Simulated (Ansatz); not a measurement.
Basis-set extrapolation for C2HF4O (`F[C](F)OC(F)F`) radical (PBE0-D4/def2-TZVP geometry, frozen core, the Gaussian-basis code of Ansatz). Multiplicity 2, UHF reference.

```json
{"": "HF", "def2-TZVPP": "-549.130190", "def2-QZVPP": "-549.153993"}
{"": "MP2 correlation", "def2-TZVPP": "-1.505330", "def2-QZVPP": "-1.640906"}
{"": "CCSD(T) correlation", "def2-TZVPP": "-1.566834", "def2-QZVPP": "not run"}
```

Energies in hartree. Use E(X) = E(∞) + A·exp(−7.88·√X) for Hartree–Fock and E(X) = E(∞) + B·X^(−2.97) for correlation, with X = 3 and 4, and add CCSD(T) minus MP2 of the smaller set to the MP2 limit.

What is the CCSD(T) energy at the basis-set limit?

HF limit: -549.153993 + (-0.023803) × 0.13774 = -549.15727. MP2 limit: -1.640906 + (-0.135576) × 0.74074 = -1.74133. Higher-order term: -1.566834 − (-1.505330) = -0.06150. Total: -550.96010 hartree, 7.16 eV below CCSD(T)/def2-TZVPP.
